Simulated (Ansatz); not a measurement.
A structure relaxed at PBE-D4/def2-SVP in Ansatz, charge 1, doublet:

```xyz
4

Cd    0.662    0.776    0.495
Cd   -1.888   -2.234   -1.445
Cl   -1.338   -0.543    0.486
Cl    2.565    2.002    0.464
```

Q: Give its formula and point group.

A: Cd2Cl2⁺ (the lowest doublet isomer of a short search). Point group Cs (tolerance 0.1 Å).

Q: Summarise the bond lengths by kind (pairs closer than 1.2 times the sum of covalent radii, bridged metal pairs left out).

A: 3 × Cd–Cl 2.26 to 2.62 Å.

In the def2 sets Cd takes a core potential; there is no spin–orbit coupling. The structure comes from a short search, and lower isomers may exist.
